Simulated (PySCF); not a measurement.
```xyz
4

Ga     0.0001    -0.0003     0.0007
H     -1.3311    -0.8296     0.0068
H      1.3840    -0.7372    -0.0075
H     -0.0529     1.5670     0.0000
```

Charge 0, multiplicity 1.

Q: Give the Mulliken and meta-Löwdin atomic charges from ωB97X-D3(BJ)/def2-TZVP // PBE0-D3(BJ)/def2-TZVP run with PySCF 2.14.0.

A: 
```tsv
atom	Mulliken (e)	meta-Löwdin (e)
Ga1	0.27	0.26
H2	-0.09	-0.09
H3	-0.09	-0.09
H4	-0.09	-0.09
```
